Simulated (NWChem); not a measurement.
System: tert-butyl chloride (C₄H₉Cl); SMILES CC(C)(C)Cl

Program: NWChem. Pople sets run with spherical d functions. Structure relaxed at the PBE0/def2-SVP level. Computed dipoles belong to the equilibrium geometry; the measured one is vibrationally averaged.

Measured dipole moment: 2.13 D (NIST CCCBDB, as tabulated in the package chemicals).

Q: Which of these levels lies farthest from the measured value, and how do the others fare: B3LYP/6-311++G**; B3LYP/3-21G; B3LYP/def2-SVPD; B3LYP/def2-TZVP; B3LYP/STO-3G; B3LYP/def2-SVP; B3LYP/6-31G*; B3LYP/6-31+G*?

A: B3LYP/3-21G.
```
level             dipole moment (D)  computed − measured  relative time (rough)
----------------  -----------------  -------------------  ---------------------
B3LYP/STO-3G                   2.47                +0.34                      1
B3LYP/3-21G                    2.57                +0.44                      1
B3LYP/6-31G*                   2.30                +0.17                      3
B3LYP/6-31+G*                  2.37                +0.24                      6
B3LYP/def2-SVP                 1.96                -0.17                      3
B3LYP/def2-SVPD                2.32                +0.19                      7
B3LYP/def2-TZVP                2.17                +0.04                     10
B3LYP/6-311++G**               2.33                +0.20                      7
```
